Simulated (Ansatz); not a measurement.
Steps of a relaxation of CH$_{6}$AlFO$_{2}$Si, SMILES `C[O][Al]([F])[O][SiH3]` with RKS PBE0-D4/def2-TZVP.

```sh
$ ansatz run in.yaml --threads 2 --pin off --events-out ev --progress --plain --max-ram 20480MiB --backend cuda --devices 0, --max-vram 18GiB
```

```yaml
crystal:
  periodic: [false, false, false]
  atoms:
    - {symbol: C, position_ang: [-0.055397, 2.059185, 1.481762]}
    - {symbol: O, position_ang: [0.928407, 1.716046, 0.539695]}
    - {symbol: Al, position_ang: [1.172967, 0.432603, -0.538622]}
    - {symbol: F, position_ang: [2.535415, 0.498509, -1.496207]}
    - {symbol: O, position_ang: [0.102951, -0.876825, -0.659497]}
    - {symbol: Si, position_ang: [-0.709498, -2.274234, -1.052496]}
    - {symbol: H, position_ang: [-0.571417, 2.999029, 1.182296]}
    - {symbol: H, position_ang: [0.409721, 2.240266, 2.476383]}
    - {symbol: H, position_ang: [-0.835478, 1.273624, 1.611750]}
    - {symbol: H, position_ang: [0.041336, -3.475209, -0.542359]}
    - {symbol: H, position_ang: [-2.076615, -2.253921, -0.423253]}
    - {symbol: H, position_ang: [-0.865592, -2.394373, -2.545553]}
basis:
  gaussian: {orbitals: def2-TZVP}
hamiltonian: {xc: pbe0, dispersion: d4}
relax: {f_tol: 0.005, max_steps: 150}
```

Positions (Å) and forces (eV/Å) along the path, 10 of 15 steps:

```xyz
12
step=1 energy=-22415.3615 eV
C    -0.055    2.059    1.482   -0.341    0.125    0.324
O     0.928    1.716    0.540   -0.098   -0.454   -0.258
Al    1.173    0.433   -0.539    0.015   -0.027   -0.018
F     2.535    0.499   -1.496   -0.689   -0.053    0.470
O     0.103   -0.877   -0.659   -0.061   -0.344   -0.210
Si   -0.709   -2.274   -1.052    0.353    0.607    0.160
H    -0.571    2.999    1.182    0.309   -0.493    0.086
H     0.410    2.240    2.476   -0.171   -0.125   -0.548
H    -0.835    1.274    1.612    0.439    0.358   -0.123
H     0.041   -3.475   -0.542   -0.141    0.306   -0.103
H    -2.077   -2.254   -0.423    0.325    0.033   -0.128
H    -0.866   -2.394   -2.546    0.061    0.066    0.348
12
step=2 energy=-22415.4301 eV
C    -0.061    2.040    1.471   -0.140    0.048    0.139
O     0.922    1.703    0.534    0.043   -0.302   -0.251
Al    1.162    0.425   -0.533    0.062    0.016   -0.041
F     2.511    0.486   -1.489   -0.400   -0.040    0.273
O     0.098   -0.872   -0.651   -0.028   -0.181   -0.112
Si   -0.706   -2.255   -1.042    0.290    0.492    0.136
H    -0.568    2.969    1.170    0.090   -0.150    0.038
H     0.404    2.213    2.453   -0.065   -0.033   -0.162
H    -0.826    1.256    1.589    0.128    0.113   -0.033
H     0.048   -3.435   -0.533   -0.047    0.054   -0.029
H    -2.057   -2.224   -0.414    0.065   -0.015   -0.038
H    -0.852   -2.362   -2.521    0.002   -0.002    0.080
12
step=3 energy=-22415.4482 eV
C    -0.063    2.024    1.462   -0.014    0.013    0.017
O     0.919    1.691    0.524   -0.009   -0.005   -0.022
Al    1.152    0.427   -0.539    0.120    0.039    0.010
F     2.495    0.471   -1.479   -0.045   -0.013    0.001
O     0.097   -0.859   -0.648   -0.053   -0.070   -0.025
Si   -0.696   -2.229   -1.029    0.021    0.059    0.013
H    -0.564    2.950    1.167   -0.009    0.018   -0.004
H     0.399    2.186    2.440    0.009    0.000    0.016
H    -0.825    1.243    1.570   -0.010   -0.016   -0.003
H     0.052   -3.409   -0.523    0.009   -0.013    0.006
H    -2.044   -2.208   -0.407   -0.017   -0.004    0.008
H    -0.846   -2.343   -2.503   -0.002   -0.007   -0.018
12
step=7 energy=-22415.4490 eV
C    -0.069    2.018    1.460    0.003   -0.001   -0.002
O     0.914    1.694    0.518   -0.005   -0.002    0.002
Al    1.166    0.430   -0.540    0.006    0.001   -0.003
F     2.504    0.478   -1.485   -0.003   -0.001    0.001
O     0.114   -0.860   -0.661   -0.001    0.003    0.003
Si   -0.695   -2.224   -1.025    0.002   -0.004   -0.003
H    -0.563    2.953    1.178   -0.001    0.001    0.000
H     0.392    2.162    2.442   -0.001   -0.002    0.001
H    -0.836    1.240    1.553    0.000    0.000   -0.002
H     0.047   -3.407   -0.515   -0.002    0.002    0.000
H    -2.040   -2.189   -0.393    0.003    0.002    0.001
H    -0.857   -2.350   -2.497   -0.001    0.000    0.003
12
step=8 energy=-22415.4491 eV
C    -0.073    2.010    1.456    0.006   -0.009    0.001
O     0.916    1.698    0.514   -0.009   -0.005    0.007
Al    1.174    0.434   -0.544   -0.009   -0.001   -0.007
F     2.510    0.487   -1.489    0.006    0.002    0.001
O     0.124   -0.859   -0.667    0.009    0.014    0.006
Si   -0.694   -2.219   -1.019   -0.010   -0.010    0.003
H    -0.561    2.952    1.185    0.003   -0.005    0.002
H     0.382    2.136    2.443   -0.007   -0.001   -0.012
H    -0.844    1.233    1.530    0.006    0.010    0.000
H     0.043   -3.404   -0.505   -0.003    0.006   -0.005
H    -2.035   -2.171   -0.380    0.006    0.000   -0.004
H    -0.865   -2.353   -2.490    0.003    0.000    0.009
12
step=10 energy=-22415.4492 eV
C    -0.077    2.002    1.451    0.001   -0.002    0.011
O     0.917    1.700    0.511   -0.010   -0.005    0.006
Al    1.180    0.439   -0.549   -0.003   -0.001    0.000
F     2.518    0.497   -1.493    0.002    0.002    0.000
O     0.135   -0.857   -0.672    0.000    0.001    0.000
Si   -0.693   -2.214   -1.013   -0.005   -0.006    0.000
H    -0.558    2.950    1.191    0.004   -0.010    0.003
H     0.373    2.111    2.444   -0.011   -0.004   -0.021
H    -0.852    1.228    1.509    0.015    0.015   -0.001
H     0.038   -3.401   -0.496   -0.001    0.005   -0.002
H    -2.032   -2.156   -0.368    0.006    0.002   -0.001
H    -0.872   -2.355   -2.482    0.002    0.002    0.006
12
step=11 energy=-22415.4492 eV
C    -0.077    2.001    1.451   -0.004   -0.003    0.011
O     0.916    1.699    0.511   -0.003   -0.002    0.003
Al    1.181    0.438   -0.550    0.000    0.005   -0.003
F     2.519    0.499   -1.493   -0.001   -0.001    0.002
O     0.136   -0.857   -0.673   -0.001   -0.005   -0.002
Si   -0.693   -2.214   -1.012    0.000    0.006    0.004
H    -0.557    2.950    1.192    0.004   -0.007    0.002
H     0.371    2.108    2.444   -0.007   -0.001   -0.015
H    -0.853    1.228    1.507    0.009    0.011   -0.001
H     0.038   -3.400   -0.495    0.000    0.000   -0.002
H    -2.031   -2.153   -0.366    0.001    0.000   -0.002
H    -0.873   -2.355   -2.481    0.000   -0.002    0.002
12
step=12 energy=-22415.4492 eV
C    -0.078    2.000    1.450   -0.007   -0.001    0.008
O     0.916    1.698    0.511    0.001   -0.001   -0.002
Al    1.182    0.440   -0.551    0.007    0.004    0.002
F     2.521    0.501   -1.493   -0.004   -0.001    0.001
O     0.138   -0.856   -0.676   -0.003   -0.009   -0.004
Si   -0.693   -2.213   -1.011    0.001    0.010    0.003
H    -0.555    2.951    1.194    0.003   -0.004    0.002
H     0.369    2.102    2.444   -0.003    0.000   -0.009
H    -0.856    1.229    1.502    0.005    0.006    0.000
H     0.038   -3.399   -0.493    0.001   -0.001    0.000
H    -2.030   -2.150   -0.364    0.000   -0.001    0.000
H    -0.875   -2.356   -2.479    0.000   -0.002    0.000
12
step=14 energy=-22415.4492 eV
C    -0.079    1.997    1.449   -0.002    0.003    0.002
O     0.917    1.698    0.511    0.002   -0.003   -0.003
Al    1.185    0.441   -0.553    0.003    0.004    0.001
F     2.524    0.506   -1.495   -0.003   -0.001    0.002
O     0.142   -0.856   -0.680   -0.003   -0.008   -0.004
Si   -0.693   -2.211   -1.009    0.004    0.005    0.001
H    -0.551    2.952    1.198    0.000    0.000    0.000
H     0.364    2.089    2.445    0.001    0.000    0.001
H    -0.861    1.229    1.491    0.000   -0.001    0.000
H     0.037   -3.398   -0.490    0.000   -0.001    0.001
H    -2.028   -2.144   -0.358   -0.001    0.000    0.001
H    -0.880   -2.360   -2.476    0.000    0.001   -0.001
12
step=15 energy=-22415.4492 eV
C    -0.080    1.996    1.448    0.001    0.002   -0.002
O     0.917    1.698    0.511    0.001   -0.003   -0.002
Al    1.185    0.442   -0.554    0.000    0.002    0.001
F     2.525    0.508   -1.495   -0.001    0.000    0.001
O     0.144   -0.855   -0.682   -0.002   -0.004   -0.002
Si   -0.693   -2.211   -1.008    0.003    0.002    0.001
H    -0.550    2.952    1.200   -0.001    0.001    0.000
H     0.362    2.085    2.445    0.001    0.000    0.003
H    -0.863    1.230    1.488   -0.002   -0.002    0.000
H     0.037   -3.397   -0.488    0.000    0.000    0.001
H    -2.027   -2.142   -0.356    0.000    0.000    0.000
H    -0.881   -2.361   -2.475    0.000    0.001    0.000
```

It took 18 s on 2 threads of an AMD EPYC 7R13 on a shared host and a share of an NVIDIA H100 80 GB, with 0.89 GiB of host memory at the peak.
